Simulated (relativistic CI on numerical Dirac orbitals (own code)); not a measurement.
## Slater and spin-orbit integrals, Cs33+

Computed by Dirac-Coulomb-Breit CI, orbitals from a KLI potential per configuration, a model potential for QED, unscaled Slater integrals (own radial code, finite nucleus).

Slater integrals F^k, G^k are unscaled and averaged over j, outside the closed core [Ne]; ζ comes from projecting the Hamiltonian with its Breit term on Σ l·s of the shell.

- 3s2.3p6.3d4: F^2(3d,3d) = 412710, F^4(3d,3d) = 266230, ζ(3d) = 54905 cm⁻¹; <r>(3d) = 0.2469, <r^2>(3d) = 0.07079 (bohr units).
- 3s2.3p5.3d5: ζ(3p) = 418820, F^2(3d,3d) = 411850, F^4(3d,3d) = 265650, F^2(3p,3d) = 360090, G^1(3p,3d) = 388560, G^3(3p,3d) = 258110, ζ(3d) = 54255 cm⁻¹; <r>(3p) = 0.2759, <r^2>(3p) = 0.08792, <r>(3d) = 0.2473, <r^2>(3d) = 0.07106 (bohr units).
- 3s.3p6.3d5: F^2(3d,3d) = 411540, F^4(3d,3d) = 265440, G^2(3s,3d) = 293280, ζ(3d) = 54601 cm⁻¹; <r>(3s) = 0.2819, <r^2>(3s) = 0.09058, <r>(3d) = 0.2475, <r^2>(3d) = 0.07117 (bohr units).

Question: Give the Racah parameters of the d shell in 3s2.3p6.3d4.

Answer: B = F²/49 − 5F⁴/441 = 5404 cm⁻¹ and C = 35F⁴/441 = 21129 cm⁻¹.

Averages of the first 10 configurations, taken without configuration mixing, which lowers the lowest level and can move excited configurations by several eV; other configurations of the list can lie among them:

```csv
Configuration,Parity,States,Average energy above the lowest level (eV)
3s2.3p6.3d4,even,210,48.5
3s2.3p5.3d5,odd,1512,296.2
3s.3p6.3d5,even,504,492.1
3s2.3p6.3d3.4s,even,240,902.5
3s2.3p6.3d3.4p,odd,720,974.5
3s2.3p6.3d3.4d,even,1200,1069.3
3s2.3p5.3d4.4s,odd,2520,1143.2
3s2.3p6.3d3.4f,odd,1680,1152.3
3s.3p6.3d4.4s,even,840,1340.5
3p6.3d5.4p,odd,1512,1855.8
```
